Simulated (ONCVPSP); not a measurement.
## Configuration tests for Se (ONCV)

* Element: Se (Z = 34)
* Generator: ONCVPSP 4.0.1
* Type: optimised norm-conserving Vanderbilt (ONCV)
* Functional: BLYP
* Relativity: scalar-relativistic
* Frozen core: [Ar]
* Valence charge: 16
* Reference configuration: 3d10 4s2 4p4
* Partial waves: 4s: rc 1.40 bohr, ncon 4, nbas 8, qcut 4 1/bohr, 2 projectors, debl 2.6 Ha; 4p: rc 1.95 bohr, ncon 4, nbas 8, qcut 3.5 1/bohr, 3 projectors, debl 3.2 Ha; 3d: rc 0.60 bohr, ncon 5, nbas 8, qcut 15.8 1/bohr, 3 projectors, debl 2.9 Ha
* Local potential: polynomial inside 0.55 bohr (lpopt 3, dvloc0 1 Ha)
* Core correction: Teter function fitted to the true core (icmod 2), fcfact 0.7

Energies are relative to the spin-unpolarised reference configuration 3d10 4s2 4p4; without spin polarisation the order of configurations can differ from experiment.

```json
{"valence configuration": "3d10 4s2 4p1", "charge": "+3", "ΔE all-electron (eV)": "61.765", "error AE − PS (meV)": "-22"}
{"valence configuration": "3d10 4s1 4p5", "charge": "0", "ΔE all-electron (eV)": "10.940", "error AE − PS (meV)": "+4.4"}
```

(1) What are ΔE and the potential's error for 3d10 4s2 4p3?

(2) What are ΔE and the potential's error for 3d10 4s2 4p2?

Levels in the configuration 3d10 4s2 4p3:

```csv
level,all-electron (eV),pseudo (eV)
3d,-63.469,-63.423
4s,-26.762,-26.762
4p,-15.274,-15.275
```

Note: ghosts flagged at negative energy: s at -233.3 eV, d at -673.4 eV; GHOST(+) flagged for p at 169.1 eV. A true bound ghost makes a file unfit for plane-wave use.

Results:

(1) ΔE = 10.705 eV all-electron; the error (AE − PS) is -2.0 meV.

(2) ΔE = 30.941 eV all-electron; the error (AE − PS) is -7.5 meV.
